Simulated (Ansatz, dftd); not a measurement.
System: CH6OSi, charge 0, singlet. CH6OSi (methoxysilane, SMILES O([SiH3])C).
B3LYP-D3(BJ)/def2-TZVP minimum from Ansatz (a first-principles code):
```
O
C 1 1.4183
H 2 1.0897 1 108.08
H 2 1.0949 3 108.67 1 120.92
H 2 1.0949 3 108.67 4 118.17
Si 1 1.6454 2 123.35 3 -180.00
H 6 1.4759 1 106.49 2 180.00
H 6 1.4858 7 110.32 1 120.46
H 6 1.4858 7 110.32 8 119.08
```
Charge 0, spin multiplicity 1.

Quantity: atomisation energy (electronic, to ground-state atoms), in kJ/mol. Radicals and triplets start from unrestricted determinants; spin-orbit coupling is neglected. CBS(X,Y): correlation extrapolated as X^-3, Hartree-Fock from the larger set. A bracket is a step between two methods taken in the basis named. The functionals are non-relativistic, so their misses hold any scalar relativity. Double hybrids freeze cores in their MP2 part. '+ core + X2C': CCSD(T) terms for core correlation (cc-pwCVTZ, 1s frozen past Ne) and scalar relativity (cc-pVTZ-DK). Where a partner has so few electrons that a lower coupled-cluster level is exact, that level stands in.

Compared with CCSD(T)/CBS(cc-pV(T+d)Z,cc-pV(Q+d)Z) + [CCSDT(Q) - CCSD(T)]/cc-pV(D+d)Z + core + X2C (Ansatz): 3118.5 kJ/mol.

Problem. Rank these levels by how close they come to it, closest first: CAM-B3LYP/def2-TZVPD (Ansatz); B2GP-PLYP-D3(BJ)/def2-TZVPD (Ansatz + dftd3); r2SCANh-D4/def2-TZVPD (Ansatz + dftd4).

Solution. CAM-B3LYP/def2-TZVPD (3114.9 kJ/mol, difference -3.6), r2SCANh-D4/def2-TZVPD (3085.8 kJ/mol, difference -32.7), B2GP-PLYP-D3(BJ)/def2-TZVPD (3068.3 kJ/mol, difference -50.2)
